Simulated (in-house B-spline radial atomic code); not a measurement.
Results of a calculation; reference values are marked as such.
C in an electron gas of r_s = 2.2: phase shifts, screening, friction and resistivity

A nucleus sits in a uniform electron gas with a rigid positive background. The Kohn-Sham equations are solved self-consistently in the spin-unpolarised LDA (PW92), non-relativistic, on B-splines with outgoing waves at the boundary and partial waves to l = 8. The model has no lattice, no bands and no magnetic solution. Atomic units; δ_l are the phase shifts at the Fermi level, counted so that each bound state adds π, and good to about 0.0005.

The density parameter is r_s = 2.2 bohr, near that of the valence electrons of Ga (3 per atom, density 5.91 g/cm³, mass 69.72 u, which gives r_s = 2.19).

| l | δ_l (rad) |
| --- | --- |
| 0 | 4.3298 |
| 1 | 1.5911 |
| 2 | 0.0460 |
| 3 | 0.0104 |
| 4 | 0.0020 |
| 5 | 0.0005 |
| 6 | 0.0002 |
| 7 | 0.0002 |
| 8 | 0.0002 |

Bound levels below the band bottom (hartree): s -9.271, s -0.07499.

Q: Check the Friedel sum rule, and say where the screening charge sits.

A: k_F = (9π/4)^(1/3)/r_s = 0.87234. The rule is Z = (2/π) Σ (2l + 1) δ_l. The terms are s 2.756, p 3.039, d 0.146, f 0.046 and 0.021 beyond, in all 6.009 against Z = 6. Bound states hold 4 s, 0 p, 0 d electrons, so the scattering states carry 2.01 in all; where a term is smaller than its bound count, the bound level has drawn weight out of the band.

Q: Find the transport cross section and the electronic stopping of a 5 keV C ion (mass 12.01 u).

A: σ_tr = (4π/k_F²) Σ (l + 1) sin²(δ_l − δ_(l+1)). The terms for l = 0 to 3 are 0.1537, 1.9987, 0.0038, 0.0003, all together 2.1565, so σ_tr = 16.513 × 2.1565 = 35.611 bohr². With n = 3/(4π r_s³) = 0.02242, the friction coefficient is Q = n k_F σ_tr = 0.6965. For v well below v_F = 0.872, dE/dx = Q v; with 24801 eV per u at v = 1, v = √(5000/(24801 × 12.01)) = 0.1296, so dE/dx = 0.09024 hartree/bohr = 46.4 eV/nm. The largest term couples the p and d waves.

Q: What residual resistivity would 1 atomic per cent of such centres give in Ga?

A: Δρ = k_F n_i σ_tr/n in atomic units of 21.74 μΩ·cm. With one host atom per 3 electrons, n_i/n = 0.01/3, so Δρ = 0.8723 × 0.00333 × 35.611 × 21.74 = 2.25 μΩ·cm. This is an atom added to the gas, as on an interstitial site.

Q: On a substitutional site the background of one host ion, a sphere holding 3 charges, is taken out. The phase shifts for l = 0 to 4 become 4.0630, 0.7952, -0.2193, -0.0671, -0.0147. What follows?

A: The Friedel sum is now 3.00, for Z − 3 = 3. The sum in σ_tr is 1.5389, so σ_tr = 25.41 bohr² and Δρ = 1.61 μΩ·cm per atomic per cent, 0.71 times the value above. A real host ion scatters too, so this model doesn't give zero even for the host's own atom.
